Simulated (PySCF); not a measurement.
Species: C9H7N.
Bonds: C1–C2 (aromatic), C2–C3 (aromatic), C3–C4 (aromatic), C4–C5 (aromatic), C5–N6 (aromatic), N6–C7 (aromatic), C7–C8 (aromatic), C8–C9 (aromatic), C9–C10 (aromatic), C1–C10 (aromatic), C4–C9 (aromatic). Hydrogens: H11 on C1; H12 on C2; H13 on C3; H14 on C5; H15 on C7; H16 on C8; H17 on C10.

Probes without a nucleus sit at each ring's centroid and 1 Å off its mean plane on both sides; NICS is minus the shielding there, NICSzz its component along the normal. Level: GIAO PBE0/pcSseg-1 (PySCF, non-relativistic, gas phase) on the GFN2-xTB geometry, one conformer.

Ring bond lengths (Å), with Mayer bond orders in brackets: C1–C2 1.405 (1.31), C2–C3 1.367 (1.55), C3–C4 1.410 (1.27), C4–C9 1.420 (1.24), C9–C10 1.410 (1.27), C10–C1 1.367 (1.55); C4–C5 1.413 (1.24), C5–N6 1.303 (1.60), N6–C7 1.342 (1.34), C7–C8 1.368 (1.53), C8–C9 1.411 (1.25), C9–C4 1.420 (1.24).

Question: What do the NICS probes read (ppm)?

Answer: 
```tsv
ring	type	NICS(0)	NICS(1), two faces	NICS(1)zz, two faces	rms pucker (Å)	centre to ring atoms, mean (Å)
C1–C2–C3–C4–C9–C10	6-membered carbocycle; formal bonds all aromatic	-9.0	-12.0 / -12.0	-29.7 / -29.7	0.00	1.40
C4–C5–N6–C7–C8–C9	6-membered ring with N; formal bonds all aromatic	-7.9	-11.7 / -11.7	-29.2 / -29.2	0.00	1.38
```

Question: What do they say, and how far can they be read as aromaticity?

Answer: 
- C1–C2–C3–C4–C9–C10: mean NICS(1)zz -29.7 ppm, shielded. The ring is flat and has no four-coordinate atom; by the NICS criterion it is aromatic, though in fused rings the probe also feels the neighbouring ring.
- C4–C5–N6–C7–C8–C9: mean NICS(1)zz -29.2 ppm, shielded. The ring is flat and has no four-coordinate atom; by the NICS criterion it is aromatic, though in fused rings the probe also feels the neighbouring ring.

Question: And the bond-length index? Use HOMA with the parameters of Krygowski (1993).

Answer: 
- C1–C2–C3–C4–C9–C10: HOMA 0.86 = 1 − EN − GEO, with mean bond length 1.396 Å, EN = α(Ropt − mean)² = 0.018 and GEO = α × variance = 0.119. The geometric and the magnetic index point the same way.
- C4–C5–N6–C7–C8–C9: HOMA 0.87; the largest term is that of C9–C4, α(R − Ropt)² = 0.26. The geometric and the magnetic index point the same way.

Question: Give the inner angles of the rings and the Hirshfeld charges of the ring atoms.

Answer: 
- C1–C2–C3–C4–C9–C10: C1 120.7° (-0.040 e), C2 120.5° (-0.047 e), C3 120.1° (-0.041 e), C4 119.5° (-0.009 e), C9 119.0° (+0.005 e), C10 120.3° (-0.046 e); sum 720.0° against 720° for a flat convex ring.
- C4–C5–N6–C7–C8–C9: C4 117.3° (-0.009 e), C5 124.1° (+0.024 e), N6 118.4° (-0.166 e), C7 123.6° (+0.005 e), C8 119.1° (-0.055 e), C9 117.5° (+0.005 e); sum 720.0° against 720° for a flat convex ring.

Question: What are the shieldings of the ring atoms and their hydrogens in the same run (means over atoms taken as equivalent)?

Answer: 
```json
{"atoms": "C1", "environment": "aromatic CH carbon", "σ isotropic (ppm)": "51.7", "principal values of the symmetric part, first atom (ppm)": "-59.6, 36.9, 177.9"}
{"atoms": "C2", "environment": "aromatic CH carbon", "σ isotropic (ppm)": "54.7", "principal values of the symmetric part, first atom (ppm)": "-53.6, 39.6, 178.0"}
{"atoms": "C3", "environment": "aromatic CH carbon", "σ isotropic (ppm)": "53.2", "principal values of the symmetric part, first atom (ppm)": "-47.8, 37.2, 170.3"}
{"atoms": "C4", "environment": "ring-fusion aromatic carbon", "σ isotropic (ppm)": "55.1", "principal values of the symmetric part, first atom (ppm)": "-24.6, -5.4, 195.3"}
{"atoms": "C5", "environment": "aromatic CH next to a ring nitrogen", "σ isotropic (ppm)": "29.1", "principal values of the symmetric part, first atom (ppm)": "-70.0, 24.4, 132.9"}
{"atoms": "N6", "environment": "pyridine-type nitrogen", "σ isotropic (ppm)": "-88.0", "principal values of the symmetric part, first atom (ppm)": "-402.7, -165.1, 303.8"}
{"atoms": "C7", "environment": "aromatic CH next to a ring nitrogen", "σ isotropic (ppm)": "36.6", "principal values of the symmetric part, first atom (ppm)": "-70.2, 34.5, 145.6"}
{"atoms": "C8", "environment": "aromatic CH carbon", "σ isotropic (ppm)": "61.5", "principal values of the symmetric part, first atom (ppm)": "-40.2, 59.4, 165.2"}
{"atoms": "C9", "environment": "ring-fusion aromatic carbon", "σ isotropic (ppm)": "46.6", "principal values of the symmetric part, first atom (ppm)": "-29.1, -28.7, 197.7"}
{"atoms": "C10", "environment": "aromatic CH carbon", "σ isotropic (ppm)": "53.9", "principal values of the symmetric part, first atom (ppm)": "-47.2, 44.4, 164.6"}
{"atoms": "H11", "environment": "aromatic hydrogen", "σ isotropic (ppm)": "23.68", "principal values of the symmetric part, first atom (ppm)": "19.5, 24.4, 27.1"}
{"atoms": "H12", "environment": "aromatic hydrogen", "σ isotropic (ppm)": "23.77", "principal values of the symmetric part, first atom (ppm)": "19.6, 24.7, 27.0"}
{"atoms": "H13", "environment": "aromatic hydrogen", "σ isotropic (ppm)": "23.45", "principal values of the symmetric part, first atom (ppm)": "19.0, 24.1, 27.3"}
{"atoms": "H14", "environment": "aromatic hydrogen", "σ isotropic (ppm)": "22.13", "principal values of the symmetric part, first atom (ppm)": "16.7, 22.4, 27.3"}
```

The list is cut; further classes of hydrogen are left out.
